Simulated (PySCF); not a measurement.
Hf(NH2)3(Me) (CH9HfN3), SMILES [CH3][Hf]([NH2])([NH2])[NH2], multiplicity 1. Heavy atoms are numbered as in [Hf:1]([NH2:2])([NH2:5])([NH2:8])[CH3:11]. Hydrogens are named by the atom that carries them.

Coordinates come from a PBE0-D3(BJ)/def2-SVP optimisation. The spin state was assumed, not searched. The def2 effective core potentials stand for the cores of Hf; spin–orbit coupling is left out. The values are those of a single conformer.

Method: HF/def2-TZVP (PySCF).

ESP charges are fitted to the potential on shells at 1.4 to 2.0 van der Waals radii. Atomic charges (e), one atom of each kind:

| atom | Mulliken | ESP fit |
|---|---|---|
| Hf1 | 1.73 | [?] |
| N2 (NH2) | -0.93 | [?] |
| H on N2 | 0.24 | [?] |
| C11 (CH3) | -0.76 | -1.26 |
| H on C11 | 0.12 | 0.23 |

Problem. Complete the blanks. (An estimate is asked for; the answer gives what the named calculation found.)

Solution. 
- Hf1, ESP fit: 2.43
- N2 (NH2), ESP fit: -1.54
- H on N2, ESP fit: 0.45
